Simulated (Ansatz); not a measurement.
Molecule: sum formula HGeO, net charge 1, singlet state. It need not be the lowest isomer of its formula. 
Coordinates optimised at B3LYP-D3(BJ)/def2-TZVP (Ansatz, a first-principles code):
SMILES: [OH+]=[Ge]
```xyz
3

O      0.0000     0.0000    -1.2837
Ge     0.0000     0.0000     0.3913
H      0.0000     0.0000    -2.2512
```
Charge +1, spin multiplicity 1.

Parts of the frozen-core correlation energy in cc-pVDZ (Ansatz, hartree). Frozen orbitals: 15; correlated occupied orbitals by spin: 5 and 5; virtual: 26 and 26. No spin-orbit coupling. No relativistic terms.

```
term                             value
-------------------------  -----------
reference (HF)             -2150.53631
MP2 opposite-spin                  [?]
MP2 same-spin                 -0.06287
CCSD correlation                   [?]
(T)                                [?]
CCSDT minus CCSD(T)           -0.00056
T1 diagnostic                    0.025
largest doubles amplitude        0.088
```

Problem. Complete the blanks.

Solution. 
- MP2 opposite-spin, value: -0.18731
- CCSD correlation, value: -0.26281
- (T), value: -0.00796
